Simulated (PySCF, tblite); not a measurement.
Isomers of C5H9ClFSi (doublet state), one GFN2-xTB conformer each. Single-point energies are computed at B3LYP/pcH-1 (PySCF, gas phase, no added dispersion term), electronic only. GFN2-xTB treats the open shell by occupation alone, and not every SCF solution was tested for stability.

```tsv
SMILES	GFN2-xTB relative energy (kcal/mol)
C/C=C(\[SiH2])[C@H](Cl)CF	33.3
C/C([CH]CF)=C/[SiH2]Cl	0.0
```

Conformers: `[CH3:1]/[CH:2]=[C:3](\[SiH2:4])[C@H:5]([Cl:6])[CH2:7][F:8]` (doublet state) with C2–C3–Si4–H 178° and 24°, C2–C3–C5–Cl6 -130°, C3–C5–C7–F8 52°; `[CH3:1]/[C:2]([CH:3][CH2:4][F:5])=[CH:6]/[SiH2:7][Cl:8]` (doublet state) with C1–C2–C3–C4 0°, C2–C3–C4–F5 179°, C2–C6–Si7–Cl8 179°.

Problem. What does B3LYP/pcH-1 give for the same structures?

Solution. 
```json
{"SMILES": "C/C([CH]CF)=C/[SiH2]Cl", "B3LYP/pcH-1 E (Eh)": "-1045.50983", "B3LYP/pcH-1 (kcal/mol)": "0.0", "GFN2-xTB (kcal/mol)": "0.0", "point group": "–"}
{"SMILES": "C/C=C(\\[SiH2])[C@H](Cl)CF", "B3LYP/pcH-1 E (Eh)": "-1045.44120", "B3LYP/pcH-1 (kcal/mol)": "43.1", "GFN2-xTB (kcal/mol)": "33.3", "point group": "C1"}
```

Both levels put the same isomer lowest. 

Problem. What happens when harmonic zero-point energies from GFN2-xTB frequencies are added?

Solution. 
| SMILES | ZPE (kcal/mol) | electronic (kcal/mol) | with ZPE (kcal/mol) |
| --- | --- | --- | --- |
| C/C([CH]CF)=C/[SiH2]Cl | 76.0 | 0.0 | 0.0 |
| C/C=C(\[SiH2])[C@H](Cl)CF | 76.5 | 43.1 | 43.6 |

The zero-point energies span 0.5 kcal/mol. The order is unchanged.
